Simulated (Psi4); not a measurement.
C$_{4}$H$_{12}$O$_{3}$Sn, charge -1, doublet, at the geometry of the source list (a state made from the parent by changing its charge; the spin is typed, not shown lowest) (all electrons, no relativity) (a gas-phase anion, which may not be bound at this level). Base run: TPSS/STO-3G in Psi4 1.11.

Here is a job for Psi4.
```
memory 2 GB

molecule {
-1 2
C    -3.31750000   -0.05390000    0.26770000
C    -2.08630000   -0.64560000   -0.40620000
C    -0.80630000    0.04620000    0.06650000
C     0.39980000   -0.56730000   -0.60880000
Sn    2.26120000    0.33860000    0.06300000
O     2.26010000    2.24970000   -0.32920000
O     2.47740000    0.20180000    2.00600000
O     4.05270000   -0.24920000   -0.57080000
H    -4.21660000   -0.57020000   -0.06140000
H    -3.41660000    1.00090000    0.02240000
H    -3.24220000   -0.14840000    1.34870000
H    -2.02550000   -1.71300000   -0.18000000
H    -2.17730000   -0.53990000   -1.49000000
H    -0.86240000    1.11020000   -0.16460000
H    -0.72120000   -0.05520000    1.14900000
H     0.48130000   -1.63090000   -0.38260000
H     0.36180000   -0.43250000   -1.68940000
H     3.10910000    2.67620000   -0.20800000
H     3.37410000    0.01460000    2.28650000
H     4.09440000   -1.03190000   -1.11890000
}

set {
  basis sto-3g
  reference uks
  scf_type pk
}

energy('tpss')
print_variables()
```

Variants of this job, named by their change:

```
change                                            ΔE vs base (eV)  point group used  SCF cycles
------------------------------------------------  ---------------  ----------------  ----------
base                                                         0.00                c1          11
molecule keys = symmetry c1                                  0.00                c1          11
jitter_ang = 0.002                                           0.02                c1          11
molecule keys = no_reorient                                  0.00                c1          11
molecule keys = symmetry c1, no_reorient, no_com             0.00                c1          11
```

Open shells are given as the SCF converged; they aren't shown to be the lowest states, and a large step between rows can be another state.

A gas-phase anion may not be bound at this level; its values then depend on the basis.
